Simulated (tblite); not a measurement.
Compound: C3H6O3Si.
Atom-mapped SMILES: `[CH2:1]=[C:2]([O:3][SiH3:4])[C:5](=[O:6])[OH:7]` (hydrogens: H8, H9 on C1; H10, H11, H12 on Si4; H13 on O7)

The geometry is computed with GFN2-xTB (gas phase).

Task: List the bond lengths, angles and torsions at this level.

Result: 
| bond | length (Å) | order |
| --- | --- | --- |
| C1=C2 | 1.336 | double |
| C2–O3 | 1.330 | single |
| O3–Si4 | 1.648 | single |
| C2–C5 | 1.483 | single |
| C5=O6 | 1.209 | double |
| C5–O7 | 1.331 | single |
| C1–H8 | 1.075 | single |
| C1–H9 | 1.073 | single |
| Si4–H10, Si4–H11, Si4–H12 | 1.459 | single |
| O7–H13 | 0.971 | single |

Bonds in one row agree within 0.01 Å and their mean is given. Orders are formal, as drawn. A selection of angles:
| angle | degrees |
| --- | --- |
| C2–C1–H8 | 120.7 |
| C2–C1–H9 | 120.7 |
| H8–C1–H9 | 118.6 |
| C1–C2–O3 | 123.0 |
| C1–C2–C5 | 122.0 |
| O3–C2–C5 | 115.0 |
| C2–O3–Si4 | 130.5 |
| O3–Si4–H10 | 112.4 |
| O3–Si4–H12 | 94.7 |
| H10–Si4–H11 | 114.0 |
| H10–Si4–H12 | 110.8 |
| C2–C5–O6 | 122.1 |
| C2–C5–O7 | 115.1 |
| O6–C5–O7 | 122.8 |
| C5–O7–H13 | 110.0 |

Dihedral angles: C1–C2–O3–Si4 180° (antiperiplanar); C1–C2–C5–O6 180° (antiperiplanar); H13–O7–C5–C2 180° (antiperiplanar).

The 3 C–O bonds span 1.209 Å (C5=O6, drawn double) to 1.331 Å (C5–O7, drawn single), a spread of 0.122 Å. Si4 (oxygen-bound silicon) has angles from 94.7° to 114.0°. The 7 heavy atoms lie in one plane (0.004 Å rms). O7 (acid hydroxyl oxygen) is bent (angle 110.0°). The C–C distances run from 1.336 Å (C1=C2, drawn double) to 1.483 Å (C2–C5, drawn single), a spread of 0.147 Å. Of the pairs four or more bonds apart, Si4···O6 is among the closest relative to their van der Waals radii: 2.61 Å, 72 % of the sum of Bondi's values.

Point group: Cs (tolerance 0.08 Å). Its GFN2-xTB frequencies are all real (lowest 76 cm⁻¹). The numbers are those of one conformer (C1–C2–O3–Si4 180°, C1–C2–C5–O6 180°, C2–C5–O7–H 180°).
